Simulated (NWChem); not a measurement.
All runs are NWChem calculations. System: hexafluorobenzene (C$_{6}$F$_{6}$), charge 0, spin multiplicity 1, at a geometry optimised with PBE0/def2-SVP. Level: G0W0@PBE/def2-SVP, RI basis def2-svp-rifit.

The NWChem input:

```
start mol
memory heap 200 mb stack 700 mb global 1700 mb
geometry units angstroms nocenter noautoz
  F      2.713018     0.000000     0.000000
  C      1.394090     0.000000     0.000000
  C      0.697043     0.000000     1.207326
  F      1.356516     0.000000     2.349545
  C     -0.697043     0.000000     1.207326
  F     -1.356516     0.000000     2.349545
  C     -1.394090     0.000000     0.000000
  F     -2.713018     0.000000     0.000000
  C     -0.697043     0.000000    -1.207326
  F     -1.356516     0.000000    -2.349545
  C      0.697043     0.000000    -1.207326
  F      1.356516     0.000000    -2.349545
  symmetry group D2h
end
basis spherical
  * library def2-svp
end
basis "ri basis" bse spherical
  * library def2-svp-rifit
end
dft
  xc xpbe96 cpbe96
  iterations 100
  direct
  tolerances tight
end
task dft energy
gw
  method cdgw
  states alpha occ 4 vir 2
end
task dft gw
```

Output (cleaned and shortened):

```
             Northwest Computational Chemistry Package (NWChem) 7.3.0
             --------------------------------------------------------

                                NWChem Input Module
                                -------------------

 Scaling coordinates for geometry "geometry" by  1.889725989
 (inverse scale =  0.529177249)

 Turning off AUTOSYM since
 SYMMETRY directive was detected!

                             Geometry "geometry" -> ""
                             -------------------------

 Output coordinates in angstroms (scale by  1.889725989 to convert to a.u.)

  No.       Tag          Charge          X              Y              Z
 ---- ---------------- ---------- -------------- -------------- --------------
    1 F                    9.0000     2.71301800     0.00000000     0.00000000
    2 C                    6.0000     1.39409000     0.00000000     0.00000000
    3 C                    6.0000     0.69704300     0.00000000     1.20732600
    4 F                    9.0000     1.35651600     0.00000000     2.34954500
    5 C                    6.0000    -0.69704300     0.00000000     1.20732600
    6 F                    9.0000    -1.35651600     0.00000000     2.34954500
    7 C                    6.0000    -1.39409000     0.00000000     0.00000000
    8 F                    9.0000    -2.71301800     0.00000000     0.00000000
    9 C                    6.0000    -0.69704300     0.00000000    -1.20732600
   10 F                    9.0000    -1.35651600     0.00000000    -2.34954500
   11 C                    6.0000     0.69704300     0.00000000    -1.20732600
   12 F                    9.0000     1.35651600     0.00000000    -2.34954500

 Effective nuclear repulsion energy (a.u.)     735.5071676209

            Nuclear Dipole moment (a.u.)
            ----------------------------
        X                 Y               Z
 ---------------- ---------------- ----------------
    -0.0000000000     0.0000000000     0.0000000000

      Symmetry information
      --------------------

 Group name             D2h
 Group number             26
 Group order               8
 No. of unique centers     4

      Symmetry unique atoms

     1    2    3    4


 Summary of "ao basis" -> "" (spherical)
 ------------------------------------------------------------------------------
       Tag                 Description            Shells   Functions and Types
 ---------------- ------------------------------  ------  ---------------------
 *                          def2-svp                  on all atoms

 new library libraries.bse/

 Summary of "ri basis" -> "" (spherical)
 ------------------------------------------------------------------------------
       Tag                 Description            Shells   Functions and Types
 ---------------- ------------------------------  ------  ---------------------
 *                       def2-svp-rifit               on all atoms

  pbe96 is a nonlocal functional; adding pw91lda local functional.

                                 NWChem DFT Module
                                 -----------------

 Summary of "ao basis" -> "ao basis" (spherical)
 ------------------------------------------------------------------------------
       Tag                 Description            Shells   Functions and Types
 ---------------- ------------------------------  ------  ---------------------
 F                          def2-svp                 6       14   3s2p1d
 C                          def2-svp                 6       14   3s2p1d
[...]
   Bfn.  Coefficient  Atom+Function         Bfn.  Coefficient  Atom+Function
  ----- ------------  ---------------      ----- ------------  ---------------
    19      0.338730   2 C  py               89     -0.338730   7 C  py
     5      0.243207   1 F  py              103     -0.243207   8 F  py
    22      0.196619   2 C  py               92     -0.196619   7 C  py
     8     -0.188921   1 F  py              106      0.188921   8 F  py
    33      0.169364   3 C  py               61     -0.169364   5 C  py

 Vector   46  Occ=0.000000D+00  E=-5.546059D-02  Symmetry=b2u
              MO Center= -4.7D-15,  5.8D-16, -5.4D-15, r^2= 3.6D+00
   Bfn.  Coefficient  Atom+Function         Bfn.  Coefficient  Atom+Function
  ----- ------------  ---------------      ----- ------------  ---------------
    22      0.433145   2 C  py               92      0.433145   7 C  py
    19      0.423641   2 C  py               89      0.423641   7 C  py
    36     -0.216571   3 C  py               64     -0.216571   5 C  py
   120     -0.216571   9 C  py              148     -0.216571  11 C  py
    33     -0.211820   3 C  py               61     -0.211820   5 C  py

 Vector   47  Occ=0.000000D+00  E=-5.545765D-02  Symmetry=au
              MO Center=  2.6D-16, -5.1D-17,  1.2D-15, r^2= 3.6D+00
   Bfn.  Coefficient  Atom+Function         Bfn.  Coefficient  Atom+Function
  ----- ------------  ---------------      ----- ------------  ---------------
    36      0.375119   3 C  py               64     -0.375119   5 C  py
   120      0.375119   9 C  py              148     -0.375119  11 C  py
    33      0.366884   3 C  py               61     -0.366884   5 C  py
   117      0.366884   9 C  py              145     -0.366884  11 C  py
    47      0.149458   4 F  py               75     -0.149458   6 F  py

 Vector   48  Occ=0.000000D+00  E=-4.592441D-02  Symmetry=ag
              MO Center=  1.6D-14,  1.6D-17, -2.5D-14, r^2= 4.9D+00
   Bfn.  Coefficient  Atom+Function         Bfn.  Coefficient  Atom+Function
  ----- ------------  ---------------      ----- ------------  ---------------
     3      0.251730   1 F  s                17     -0.250682   2 C  s
    31     -0.250660   3 C  s                45      0.251728   4 F  s
    59     -0.250660   5 C  s                73      0.251728   6 F  s
    87     -0.250682   7 C  s               101      0.251730   8 F  s
   115     -0.250660   9 C  s               129      0.251728  10 F  s

 center of mass
 --------------
 x =   0.00000000 y =   0.00000000 z =  -0.00000000

 moments of inertia (a.u.)
 ------------------
        1747.959884130820           0.000000000000          -0.000000000000
           0.000000000000        3495.917689363499           0.000000000000
          -0.000000000000           0.000000000000        1747.957805232679

     Multipole analysis of the density
     ---------------------------------

     L   x y z        total         alpha         beta         nuclear
     -   - - -        -----         -----         ----         -------
     0   0 0 0     -0.000000    -45.000000    -45.000000     90.000000

     1   1 0 0     -0.000000     -0.000000     -0.000000     -0.000000
     1   0 1 0     -0.000000     -0.000000     -0.000000      0.000000
     1   0 0 1     -0.000000     -0.000000     -0.000000      0.000000

     2   2 0 0    -48.881257   -441.748029   -441.748029    834.614801
     2   1 1 0      0.000000      0.000000      0.000000      0.000000
     2   1 0 1     -0.000000     -0.000000     -0.000000      0.000000
     2   0 2 0    -44.467789    -22.233894    -22.233894      0.000000
     2   0 1 1      0.000000      0.000000      0.000000      0.000000
     2   0 0 2    -48.881388   -441.748640   -441.748640    834.615892

 Task  times  cpu:        9.9s     wall:        9.9s

                                NWChem Input Module
                                -------------------

                                 NWChem GW Module
                                 ----------------

                             ***********************
                             ***        GW       ***
                             ***********************

 Summary of "ri basis" -> "ri basis" (spherical)
 ------------------------------------------------------------------------------
       Tag                 Description            Shells   Functions and Types
 ---------------- ------------------------------  ------  ---------------------
 F                       def2-svp-rifit             16       48   6s5p4d1f
 C                       def2-svp-rifit             16       48   6s5p4d1f

                 Memory Information
                 ------------------
          Available GA per process is          1699.8 MBs
          Available stack per process is        700.0 MBs
          Available heap per process is           0.0 MBs

          Peak memory in Initialization
              Peak GA per process is                 37.2 MBs
              Peak stack per process is               0.2 MBs
              Peak heap per process is               38.2 MBs
              Memory not in MA per process            0.0 MBs

          Peak memory in CDGW Calculation
              Peak GA per process is                 42.6 MBs
              Peak stack per process is               5.1 MBs
              Peak heap per process is                4.7 MBs
              Memory not in MA per process            0.0 MBs

          Computing 2-center integrals
          Computing Inverse Cholesky factor
          Computing 3-center integrals
          Computing Vxc

          Computing Sigma_x
          Computing W(iw) on the imaginary grid
          Solving quasiparticle equations

                  Alpha Orbitals
          State     Energy (eV)     Error (eV)
          -----------------------------------
@GW        42        -12.204           0.002
@GW        43        -10.673           0.002
@GW        44         -8.758           0.002
@GW        45         -8.758           0.002
@GW        46          1.622           0.003
@GW        47          1.622           0.002

     GW Timing Statistics
   ------------------------
   Init.   :          0.1s
     ERIs  :          3.8s
     Distr.:          0.1s
     Vxc   :          0.2s
   Vmo     :          0.0s
   iW      :         11.4s
   I_n     :          0.0s
   R_n     :          1.9s
   GW total:         17.4s

 Task  times  cpu:       17.4s     wall:       17.4s

 Total times  cpu:       27.4s     wall:       27.4s
```
